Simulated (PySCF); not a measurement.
**Ionisation energy of Kr by level of theory**

Kr [Kr] (1S) → Kr⁺ [Ar] 3d10 4s2 4p5 (2P), as a difference of total energies. Calculation: PySCF 2.14, in cc-pVTZ-PP with ECP10MDF (5s4p3d1f, 39 functions); scalar relativity through the core potential. Correlated levels: valence: 3s2 3p6 3d10 frozen. The calculations carry no spin-orbit coupling.

```
           method  ionisation energy (eV)  error (eV)
              UHF                  13.099      -1.123
            B3LYP                  14.143      -0.079
             PBE0                  14.083      -0.139
    MP2 (valence)                  14.025      -0.197
SCS-MP2 (valence)                  13.941      -0.281
   CCSD (valence)                  13.907      -0.315
CCSD(T) (valence)                  13.942      -0.280
```

Reference: 14.222 eV (measured; NIST levels, between the centres of gravity of the two terms).

Errors of the correlated levels include the incompleteness of this basis and the frozen core.
